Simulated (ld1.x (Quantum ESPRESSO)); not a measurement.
## Pseudopotential generation for barium: TM, LDA (PZ), fully relativistic.

* Element: barium (Ba)
* Generator: ld1.x (Quantum ESPRESSO) 7.5
* Type: norm-conserving Troullier–Martins (Kleinman–Bylander form)
* Functional: LDA (PZ)
* Relativity: fully relativistic
* Frozen core: [Kr] 4d10
* Valence charge: 10
* Reference configuration: 5s2 5p6 5d0 6s1.75 6p0.25
* Partial waves: 5p (bound): rc 2.05 bohr; 5d (bound, empty): rc 4.20 bohr; 5s (bound): rc 1.50 bohr
* Local potential: the s channel
* Core correction: a·sin(br)/r model core inside 1.40 bohr

Open shells are filled in proportion to 2j + 1 (rel_dist='average').

Occupied shells without a wave of their own: 6p, 6s. They enter only through the test configuration that unscreens the potential, and ld1.x also counts them in the model core charge.

Poles of the logarithmic derivatives, all-electron (AE) and pseudo (PS). s: poles at 0.4, 3.4 (AE) and 0.4, 3.3 (PS) Ry. p1/2: poles at -1.5, 0.9, 4.0 (AE) and -1.5, 0.9, 4.0 (PS) Ry. p3/2: poles at -1.3, 1.0, 4.2 (AE) and -1.3, 1.0, 4.1 (PS) Ry. d3/2: poles at 0.0, 2.1 (AE) and 0.0, 2.1 (PS) Ry. d5/2: poles at 0.0, 2.1 (AE) and 0.0, 2.1 (PS) Ry. Test radius 4.57 bohr.

* Ghost test: no extra level below or beside the all-electron valence levels (p1/2, p3/2, d3/2, d5/2, s, f tested) (spherical-Bessel basis up to 400 Ry, 20 bohr box)
* Configuration tests: 2 of 7 tests not solved or not reliable; not counted: 5s2 5p6 5d0 6s1 6p0 (solver errors, printed error -10.6 eV); 5s2 5p6 5d1 6s1 6p0 (pseudo-atom not self-consistent, printed error -682 eV)

ld1.x takes every shell without a wave as core, so the model core holds the 6p, 6s electrons as well and exchange and correlation see them twice. This cancels in the reference configuration, but the file is broken for other ones, and its errors say nothing about a proper core correction.
